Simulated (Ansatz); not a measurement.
A made-up structure of ZnAlH2, doublet:

```tsv
atom	x (Å)	y (Å)	z (Å)
Al1	-0.2816	0.2622	0.0519
Zn2	2.0412	-0.6561	0.9893
H3	-1.5511	-0.6845	0.2814
H4	3.1800	-1.1659	1.8747
```

It is relaxed with PBE-D4/def2-SVP and then PBE0-D4/def2-TZVP (Ansatz 0.2.0). Atoms count as bonded within 1.22 times the sum of their covalent radii (H–H: 0.88 Å). The end point is not checked to be a true minimum.

(1) Does its bonding change? (A judgement: the text doesn't fix the answer.)

## Answers

(1) The calculation gives: No: no bond forms or breaks.

Where it ends: The first stage lowers the energy by 0.13 eV in 6 steps. It ends as ZnAlH₂ ([AlH][ZnH]):
| atom | x (Å) | y (Å) | z (Å) |
| --- | --- | --- | --- |
| Al1 | -0.2008 | 0.1383 | 0.0940 |
| Zn2 | 1.9102 | -0.7108 | 1.1624 |
| H3 | -1.6358 | -0.5833 | 0.1853 |
| H4 | 3.3148 | -1.0887 | 1.7555 |

Labels in which every atom is bracketed show which atoms are joined, not bond orders.

For scale, one of the runs: PBE0-D4/def2-TZVP relaxation, 97 basis functions, launched by `ansatz run in.yaml --threads 2 --pin off --events-out ev --progress --plain --max-ram 4352MiB`. The run took about 14 s on 2 CPU threads of an Arm Neoverse V1 (shared host).
